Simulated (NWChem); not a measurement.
System meant: SiNH$_{3}$OF$_{2}$; SMILES O[Si](F)(N)F

NWChem input:

```
start job
memory heap 200 mb stack 900 mb global 1100 mb
geometry units angstroms noautoz
  N      0.461261    -1.610102     0.141011
  Si     0.016533     0.018363     0.079204
  O      1.382967     0.918015    -0.023577
  F     -0.868200     0.340938     1.374079
  F     -0.930277     0.452721    -1.147413
  H      1.232411    -1.974199    -0.400012
  H     -0.142638    -2.328347     0.514170
  H      1.289008     1.772010    -0.468034
end
basis spherical
  * library def2-svp
end
dft
  odft
  mult 2
  xc pbe0
  iterations 150
  mulliken
end
task dft energy
```

End of the output:

```
                                 NWChem DFT Module
                                 -----------------

 Summary of "ao basis" -> "ao basis" (spherical)
 ------------------------------------------------------------------------------
       Tag                 Description            Shells   Functions and Types
 ---------------- ------------------------------  ------  ---------------------
 N                          def2-svp                 6       14   3s2p1d
 Si                         def2-svp                 8       18   4s3p1d
 O                          def2-svp                 6       14   3s2p1d
 F                          def2-svp                 6       14   3s2p1d
 H                          def2-svp                 3        5   2s1p

 Summary of "ao basis" -> "ao basis" (spherical)
 ------------------------------------------------------------------------------
       Tag                 Description            Shells   Functions and Types
 ---------------- ------------------------------  ------  ---------------------
 N                          def2-svp                 6       14   3s2p1d
 Si                         def2-svp                 8       18   4s3p1d
 O                          def2-svp                 6       14   3s2p1d
 F                          def2-svp                 6       14   3s2p1d
 H                          def2-svp                 3        5   2s1p

  number of electrons :                   50
  multiplicity        :                    2
 ------------------------------------------------------------------------
  no. of electrons and multiplicity not compatible                  50
 ------------------------------------------------------------------------
 ------------------------------------------------------------------------
  current input line :
    23: task dft energy
 ------------------------------------------------------------------------
 ------------------------------------------------------------------------
 There is an error in the input file
 ------------------------------------------------------------------------
 For more information see the NWChem manual at https://nwchemgit.github.io

0: no. of electrons and multiplicity not compatible:Received an Error in Communication
```

**Question.** Can this run be used? If not, why, and what is the fix?

**Answer.** The input was rejected before any calculation. Cause: the multiplicity doesn't fit the number of electrons (an even count wants an odd multiplicity, and the reverse). This input runs:
```
start job
memory heap 200 mb stack 900 mb global 1100 mb
geometry units angstroms noautoz
  N      0.461261    -1.610102     0.141011
  Si     0.016533     0.018363     0.079204
  O      1.382967     0.918015    -0.023577
  F     -0.868200     0.340938     1.374079
  F     -0.930277     0.452721    -1.147413
  H      1.232411    -1.974199    -0.400012
  H     -0.142638    -2.328347     0.514170
  H      1.289008     1.772010    -0.468034
end
basis spherical
  N library def2-svp
  Si library def2-svp
  O library def2-svp
  F library def2-svp
  H library def2-svp
end
dft
  xc pbe0
  iterations 150
  mulliken
end
task dft energy
```
It converges to -620.36661 Ha (PBE0/def2-SVP).
